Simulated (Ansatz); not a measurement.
## Reading a saddle point

A first-order saddle point of AlAsH₆S, closed shell, PBE0-D4/def2-TZVP, with one imaginary mode of 830i cm⁻¹:

Al1  (-0.701, -0.031, -0.702)
S2  (0.894, 1.703, -1.003)
H3  (-0.346, -1.320, -1.543)
H4  (-2.091, 0.712, -0.598)
H5  (0.581, 0.910, 0.397)
As6  (0.118, -0.325, 1.820)
H7  (1.915, 0.856, -1.222)
H8  (0.872, -1.526, 1.268)
H9  (-1.243, -0.979, 1.582)
(Å)

Ansatz 0.2.0; basis: def2-TZVPP and def2-QZVPP; cores frozen in the correlated methods. Filled d shells of the heavier atoms are correlated. The def2 sets are not built for correlating such inner shells, so the correlated values are less sure here. Extrapolation: Hartree–Fock as exp(−7.88 √X), correlation as X^−2.97.

Question: Which contacts change along the imaginary mode, and what lies on either side? (A judgement: the text doesn't fix the answer.)

Answer: Computed: The step is AlH₃S ([AlH2][SH]) + AsH₃ → AlAsH₄ ([AlH2][AsH2]) + H₂S (still joined by a long Al–S bond), with the molecules in contact on both sides. Shortening one way: Al1–As6, S2–H5; lengthening the same way: Al1–S2, H5–As6.
```json
{"pair": "Al1–As6", "one side (Å)": "3.36", "saddle (Å)": "2.67", "other side (Å)": "2.46"}
{"pair": "S2–H5", "one side (Å)": "3.00", "saddle (Å)": "1.64", "other side (Å)": "1.34"}
{"pair": "Al1–S2", "one side (Å)": "2.20", "saddle (Å)": "2.37", "other side (Å)": "2.54"}
{"pair": "H5–As6", "one side (Å)": "1.54", "saddle (Å)": "1.94", "other side (Å)": "3.56"}
```

Question: Which side is lower, and how far does the saddle lie above each? (Judge from chemistry; the value comes from the calculation.)

Answer: By the calculation: The side with Al1–S2, H5–As6 short is lower by 17.4 kJ/mol; the saddle lies 95.2 kJ/mol above it and 77.7 kJ/mol above the other (CCSD(T) at an estimated basis limit (MP2 extrapolated from triple and quadruple zeta, plus CCSD(T) − MP2 in triple zeta); electronic energies).

The T1 diagnostic stays at or below 0.012.

Labels in which every atom is bracketed show which atoms are joined, not bond orders.

For scale, one of the runs: CCSD(T)/def2-TZVPP, 216 basis functions (an equivalent command: `ansatz run in.yaml --threads 4`). The run took 50 s on 4 CPU threads (shared host), with 2.9 GiB of host memory at its peak.
